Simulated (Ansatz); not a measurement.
One change: `B[TeH]` becomes `OB[TeH]`.

Ansatz, PBE0-D4/def2-TZVP geometries, multiplicity 1. Each molecule was computed in one conformer, which needn't be the lowest.

Elements past krypton have def2 core potentials. Outer-core shells of Te are correlated without core-valence functions. Spin–orbit coupling is left out.

```csv
property,`B[TeH]`
vertical ionisation energy (CCSD(T)/def2-TZVPP) / eV,9.38
zero-point energy (PBE0-D4/def2-TZVP) / kJ/mol,71.6
HOMO energy (ωB97M-V/def2-TZVPP) / eV,-9.24
HOMO–LUMO gap (B3LYP/def2-TZVPP) / eV,5.12
HOMO–LUMO gap (ωB97M-V/def2-TZVPP) / eV,9.42
size of the dipole moment (PBE/def2-TZVPP) / D,0.69
```

What does the change do to each property? (Estimate.)

Ansatz gave: 
```
                                            property  `OB[TeH]`  shift
vertical ionisation energy (CCSD(T)/def2-TZVPP) / eV       8.90  -0.48
      zero-point energy (PBE0-D4/def2-TZVP) / kJ/mol       90.9   19.3
               HOMO energy (ωB97M-V/def2-TZVPP) / eV      -8.80   0.44
               HOMO–LUMO gap (B3LYP/def2-TZVPP) / eV       5.55   0.43
             HOMO–LUMO gap (ωB97M-V/def2-TZVPP) / eV       9.82   0.40
      size of the dipole moment (PBE/def2-TZVPP) / D       1.13   0.44
```

With PBE0 the HOMO rises by 0.47 eV and the LUMO rises by 1.00 eV, so the gap widens by about 0.53 eV. PBE moves the HOMO by 0.55 eV and ωB97M-V by 0.44 eV. The zero-point energy changes by 19.3 kJ/mol with +3 modes. Dipoles are sizes alone; their direction can turn.

B3LYP here is the variant with VWN-RPA as its local correlation; programs differ in this.
